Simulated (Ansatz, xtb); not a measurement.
**Two isomers of GeH4SSb−**

Structure a is `[SH][SbH][GeH2-]`, a singlet and structure b is `[S-][SbH][GeH3]`, a singlet. Both are isolated ions in the gas phase, relaxed with B3LYP-D3(BJ)/def2-SVPD; the shapes shown needn't be the lowest conformers.

a (Å):

```xyz
7

Ge    0.3541   -0.1385   -1.3064
S     1.6306   -0.6034    2.4070
Sb   -0.3070    0.5829    1.2480
H     2.0109   -1.3165    1.3181
H    -1.4179   -0.7401    1.4543
H     0.7344    1.3872   -1.6708
H    -1.1962    0.0750   -1.7133
```

b (Å):

```xyz
7

Ge    0.0737    0.1451    1.2389
S     0.4027   -2.3460   -1.7490
Sb   -1.1628   -0.7266   -0.9860
H    -0.0015   -0.9054    2.3873
H    -0.5900    0.7487   -1.7584
H    -0.5319    1.4451    1.8742
H     1.5883    0.4478    1.0623
```

Energies in hartree; the thermal terms are from B3LYP-D3(BJ)/def2-SVPD harmonic frequencies (ideal gas, rigid rotor, one conformer each, 298.15 K, 1 atm) and include the zero-point energy:

```
                                a            b
E, CCSD(T)/def2-SVPD  −2714.720546  −2714.729507
    E, MP2/def2-SVPD  −2714.659783  −2714.672405
  E, MP2/def2-TZVPPD  −2715.352856  −2715.365498
   zero-point energy      0.028776      0.029624
        H(298 K) − E      0.036581      0.037043
        G(298 K) − E     −0.004756     −0.003544
```

Task: Correct the CCSD(T) difference for the basis set by the MP2 change, then work out ΔE, ΔE₀, ΔH and ΔG for a → b in kJ/mol (1 Eh = 2625.50 kJ/mol) and the equilibrium ratio [b]/[a].

Result: 1. Differences b − a: CCSD(T) −0.008961, MP2 in the small set −0.012622, MP2 in the large set −0.012642 Eh.
2. ΔE = −0.008961 + (−0.012642 − (−0.012622)) = −0.008981 Eh = −23.58 kJ/mol.
3. ΔE₀ = ΔE + ΔZPE = −0.008981 + (+0.000848) Eh = −21.35 kJ/mol.
4. ΔH = ΔE + (+0.000462) Eh = −22.37 kJ/mol.
5. ΔG = ΔE + (+0.001212) Eh = −20.40 kJ/mol, so ΔS = (ΔH − ΔG)/T = −6.6 J/(mol K).
6. kT = 0.9442 mEh, so K = [b]/[a] = exp(−ΔG/kT) = exp(+8.23) ≈ 3.7 × 10^3.

Structure b is favoured at this temperature. An error of 4 kJ/mol in ΔG would change K by a factor of 5. HF/STO-3G gave ΔE the other sign. Mirror images and further conformers aren't counted.

As drawn, b has 1 Ge–H in place of 1 S–H.

Other levels gave ΔE = −15.9 (GFN2-xTB); +20.3 (HF/STO-3G, GFN2-xTB geometries); −3.4 (r2SCAN-D4/def2-SVPD, GFN2-xTB geometries); −15.2 (B3LYP-D3(BJ)/def2-SVPD); −37.7 (HF/def2-SVPD); −33.1 (MP2/def2-SVPD); −23.5 (CCSD(T)/def2-SVPD) kJ/mol. The correlated steps freeze 18 core orbitals; the filled d shell of Ge and Sb is correlated, in a basis made for valence electrons. Atoms past krypton carry core potentials in the def2 sets, without spin–orbit terms. Programs: Ansatz 0.2.0, xtb 6.7.1.
